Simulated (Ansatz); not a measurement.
Cost and result for the atomization energy of B2FH3O (`BOBF`) (7 atoms, 6 bonds).

The species carries charge 0 and has multiplicity 1. Geometry: relaxed with PBE0-D4/def2-TZVP. It is one conformer, not always the lowest. Program: Ansatz. All runs use 2 threads of an Arm Neoverse V1 on a shared host. Times are those of one run each, without the atoms' runs, and a repeat can differ threefold. Electronic energies, without spin–orbit coupling; frozen cores. CCSD(T)/CBS adds CCSD(T) − MP2 in def2-TZVPP to the MP2 limit, and its time is that of the two runs behind it. T1 = 0.013. B3LYP takes the VWN-RPA correlation (the form of Gaussian; ORCA's B3LYP/G).

CCSD(T)/CBS is a level of theory with its own doubt, some kJ/mol a heavy atom from the limit and from the frozen cores, so smaller differences don't rank the functionals.

```
                             level  functions  wall time
            LDA (SPW92)/def2-TZVPP        166     0.85 s
              revPBE-D4/def2-TZVPP        166      1.4 s
                  CCSD(T)/def2-SVP         71      1.4 s
   PBE-D4/def2-TZVPP (with forces)        166      1.7 s
               BHLYP-D4/def2-TZVPP        166      1.8 s
 B3LYP-D4/def2-TZVPP (with forces)        166      2.4 s
r2SCAN-D4/def2-TZVPP (with forces)        166      3.1 s
                ωB97X-V/def2-TZVPP        166      4.8 s
                 B97M-V/def2-TZVPP        166        6 s
  ωB97M-V/def2-TZVPP (with forces)        166      6.5 s
                    MP2/def2-QZVPP        318      9.5 s
                CCSD(T)/def2-TZVPP        166       28 s
                 CCSD(T)/CBS(def2)          –       38 s
```

Q: What atomization energy does each give, and how far from CCSD(T)/CBS? (Best estimate.)

A: The calculation gave: 
```tsv
level	atomization (kcal/mol)	difference from CCSD(T)/CBS	per bond
LDA (SPW92)/def2-TZVPP	791.3	97.6	16.3
revPBE-D4/def2-TZVPP	687.6	-6.1	-1.0
CCSD(T)/def2-SVP	669.1	-24.6	-4.1
PBE-D4/def2-TZVPP (with forces)	707.5	13.8	2.3
BHLYP-D4/def2-TZVPP	679.5	-14.2	-2.4
B3LYP-D4/def2-TZVPP (with forces)	698.0	4.3	0.7
r2SCAN-D4/def2-TZVPP (with forces)	701.2	7.5	1.2
ωB97X-V/def2-TZVPP	696.1	2.4	0.4
B97M-V/def2-TZVPP	698.6	4.9	0.8
ωB97M-V/def2-TZVPP (with forces)	699.9	6.2	1.0
MP2/def2-QZVPP	709.5	15.8	2.6
CCSD(T)/def2-TZVPP	678.7	-15.0	-2.5
CCSD(T)/CBS(def2)	693.7	0.0	0.0
```

From BLYP to BHLYP (50 % exact exchange), in def2-TZVPP and without D4, the atomization energy moves by −16.3 kcal/mol: exact exchange takes away binding that semilocal exchange gives to molecules. The D4 term adds +3.1 kcal/mol with B3LYP and +1.6 kcal/mol with PBE0; it sums over pairs of atoms, weighted by their polarisabilities, and B3LYP, whose exchange is more repulsive, gets the larger term. In def2-TZVPP, CCSD(T) changes the Hartree–Fock value by +134.7 kcal/mol (the triples alone add +8.5 kcal/mol) and MP2 by +156.5 kcal/mol; breaking electron pairs costs correlation energy, which Hartree–Fock lacks.
